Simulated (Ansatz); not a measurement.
One change: `O=[CH][GeH3]` becomes `S=[CH][GeH3]`.

Ansatz, PBE0-D4/def2-TZVP geometries, multiplicity 1. 

Scalar relativity is left out up to krypton.

```json
{"property": "LUMO energy (PBE/def2-TZVPP) / eV", "`O=[CH][GeH3]`": "-2.69"}
{"property": "ideal-gas entropy at 298 K and 1 bar (rigid rotor, harmonic PBE0-D4/def2-TZVP) / J/(mol·K)", "`O=[CH][GeH3]`": "303"}
{"property": "HOMO–LUMO gap (ωB97M-V/def2-TZVPP) / eV", "`O=[CH][GeH3]`": "10.16"}
{"property": "size of the dipole moment (PBE/def2-TZVPP) / D", "`O=[CH][GeH3]`": "1.86"}
{"property": "HOMO energy (PBE0/def2-TZVPP) / eV", "`O=[CH][GeH3]`": "-7.09"}
{"property": "size of the dipole moment (ωB97M-V/def2-TZVPP) / D", "`O=[CH][GeH3]`": "2.13"}
```

(1) Give the same properties after the change, and the shifts. (An estimate is asked.)

Results:

(1) Computed: 
```
                                                                                  property  `S=[CH][GeH3]`  shift
                                                         LUMO energy (PBE/def2-TZVPP) / eV           -3.61  -0.92
ideal-gas entropy at 298 K and 1 bar (rigid rotor, harmonic PBE0-D4/def2-TZVP) / J/(mol·K)             311      8
                                                   HOMO–LUMO gap (ωB97M-V/def2-TZVPP) / eV            8.12  -2.04
                                            size of the dipole moment (PBE/def2-TZVPP) / D            1.51  -0.35
                                                        HOMO energy (PBE0/def2-TZVPP) / eV           -6.42   0.67
                                        size of the dipole moment (ωB97M-V/def2-TZVPP) / D            1.59  -0.54
```

With PBE0 the HOMO rises by 0.67 eV and the LUMO falls by 1.17 eV, so the gap narrows by about 1.84 eV. PBE moves the HOMO by 0.46 eV and ωB97M-V by 0.76 eV. Dipoles are sizes alone; their direction can turn.
